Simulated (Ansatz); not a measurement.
Mulliken charges of `F[Si](F)(Cl)[S][GeH2][Cl]` from ωB97M-V/def2-TZVPP in Ansatz (PBE0-D4/def2-TZVP geometry).

```csv
atom,x (Å),y (Å),z (Å),charge (e)
F1,0.020,1.600,2.658,-0.267
Si2,-0.263,0.539,1.527,0.757
F3,-1.774,0.119,1.668,-0.259
Cl4,0.860,-1.106,1.876,-0.157
S5,0.132,1.482,-0.300,-0.263
Ge6,0.368,-0.282,-1.642,0.289
Cl7,-1.347,-1.557,-1.486,-0.240
H8,0.413,0.312,-3.051,0.066
H9,1.593,-1.107,-1.249,0.075
```

Task: By hand: the dipole of these point charges (1 e Å = 4.8032 D).

Result: Σ q r = (0.662, -0.036, -0.614) e Å, of length 0.904 e Å = 4.34 D.

Task: How does the dipole of the full density compare? (An estimate is asked.)

Result: Ansatz gave: (0.384, -0.016, -0.405) e Å, 2.68 D; the point charges give 1.62 times that, at 4° from its direction.

Point charges leave out the atoms' own dipoles, such as those of lone pairs, and Mulliken's split depends on the basis, so the two needn't agree.
